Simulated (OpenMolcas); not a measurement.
**N+: effect of the IPEA shift**

* Program: OpenMolcas 26.06
* Basis: ANO-RCC-VQZP [5s4p3d2f1g]
* Scalar Hamiltonian: DKH2, point nucleus
* Active space: 4 electrons in 8 orbitals (2s 2p 3s 3p)
* State averaging: 2S+1 = 3 even, 3 roots; 2S+1 = 1 even, 6 roots; 2S+1 = 5 odd, 1 root; 2S+1 = 3 odd, 9 roots; 2S+1 = 1 odd, 8 roots
* Spin-orbit coupling: state interaction with AMFI integrals over the reference wave functions, term energies averaged over their components

Methods on the same reference wave functions:
A. CASSCF
B. SS-CASPT2, IPEA 0 Eh, imaginary shift 0.1 Eh (closed shells correlated: 1s)
C. SS-CASPT2, IPEA 0.25 Eh, imaginary shift 0.1 Eh (closed shells correlated: 1s)

Energies in cm⁻¹ above 2s² 2p² ³P₀, the measured ground level; measured values from NIST Handbook of Basic Atomic Spectroscopic Data.

```json
{"Level": "2s² 2p² ³P₀", "A": "0.0", "B": "0.0", "C": "0.0", "Measured": "0.0"}
{"Level": "2s² 2p² ³P₁", "A": "45.8", "B": "45.7", "C": "45.7", "Measured": "48.7"}
{"Level": "2s² 2p² ³P₂", "A": "136", "B": "136", "C": "136", "Measured": "131"}
{"Level": "2s² 2p² ¹D₂", "A": "17567", "B": "15510", "C": "15410", "Measured": "15316"}
{"Level": "2s² 2p² ¹S₀", "A": "29270", "B": "32250", "C": "32030", "Measured": "32689"}
{"Level": "2s 2p³ ⁵S°₂", "A": "37436", "B": "45440", "C": "45170", "Measured": "46785"}
{"Level": "2s 2p³ ³D°₁", "A": "95430", "B": "89880", "C": "90520", "Measured": "92251"}
{"Level": "2s 2p³ ³D°₂", "A": "95435", "B": "89880", "C": "90530", "Measured": "92250"}
{"Level": "2s 2p³ ³D°₃", "A": "95442", "B": "89890", "C": "90530", "Measured": "92236"}
{"Level": "2s 2p³ ³P°₀", "A": "110740", "B": "108380", "C": "108590", "Measured": "109223"}
{"Level": "2s 2p³ ³P°₁", "A": "110744", "B": "108380", "C": "108590", "Measured": "109216"}
{"Level": "2s 2p³ ³P°₂", "A": "110752", "B": "108390", "C": "108600", "Measured": "109217"}
```

Deviations, from unrounded energies. A percentage is the sum of absolute deviations over the sum of measured energies, with the sign that they share, or ± where signs differ.

| Against measurement | Levels | A | B | C |
| --- | --- | --- | --- | --- |
| mean absolute deviation (cm-1) | 11 | 2700 | 1100 | 860 |
| fine structure of the ground term (%) | 2 | ±4.5 | ±4.5 | ±4.5 |
| other terms of the ground configuration (%) | 2 | ±11.8 | ±1.3 | ±1.6 |
| other configurations (%) | 7 | ±3.6 | -1.7 | -1.3 |

C lies closest to measurement on these levels and A furthest from it. The largest miss of C in the table is 2s 2p³ ³D°₁, by -1700 cm-1. The ranking rests on the paired levels alone, and a cruder setting can come out closer through cancelling errors.

Between B and C the level of the table that moves most is 2s 2p³ ³D°₃, by 650 cm-1 (lowest in B, highest in C). Moves below CASPT2's spread within the term are not significant.

From A to B the spin-free energies of the other terms of 2s² 2p² shown, above ³P, scale by factors of 0.88 to 1.10.

The lowest spin-free term lies below A's lowest term by 0.073 hartree in B, 0.071 hartree in C.

CASPT2 does not keep the components of a term degenerate, so their means are used; among the terms shown or strongly mixed into the levels shown the widest spread is 69 cm-1 (2s 2p³ ³D°, C). Over all roots computed the reference weight is 0.94 to 1.00 in B; the roots of lowest weight are the least certain, and an intruder state may touch them. The run also gave levels led by 2s² 2p 3s, which use shells meant for correlation; these and all levels above them are left out. Without dynamic correlation excited terms often stand tens of per cent too high (terms of higher spin than the ground term too low), and those without a measured partner can miss by more than the paired ones (holds for A). Measured partners are found by configuration, term and J. A level has none where our copy of the source lacks it or the pairing is in doubt (some pairs that miss far off the trend of their configuration count as doubtful), and it then counts in no deviation. Levels of configurations outside the active space are missing. The table leaves out levels that lie high or whose names do not pair safely across all columns.

° marks odd parity.
